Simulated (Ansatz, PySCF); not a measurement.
Isomers of H5BSi2. Gas-phase values, no solvent. One relaxed conformer stands for each flexible species; it need not be the lowest. Strings in code marks are SMILES.

Quantity: electronic energy of isomers of H5BSi2 relative to `B[SiH]=[SiH2]`, in eV. The DFT solution of `[SiH2]=B[SiH3]` is unstable or spin-contaminated; the geometry comes from it.

Level 1: LC-ωPBE/cc-pVTZ // PBE0-D3(BJ)/def2-TZVP (Ansatz, an electronic-structure program)
Level 2: LDA/cc-pVTZ // PBE0-D3(BJ)/def2-TZVP (Ansatz)
Level 3: PBE-D3(BJ)/def2-TZVP // PBE0-D3(BJ)/def2-TZVP (PySCF)
Level 4: r2SCAN/cc-pVTZ // PBE0-D3(BJ)/def2-TZVP (Ansatz)

```json
[
 {"species": "`[SiH2]=B[SiH3]`", "level 1": "0.84", "level 2": "1.06", "level 3": "1.01", "level 4": "0.99"},
 {"species": "`[H]/B=[SiH]\\[SiH3]`", "level 1": "0.69", "level 2": "0.86", "level 3": "0.78", "level 4": "0.77"}
]
```
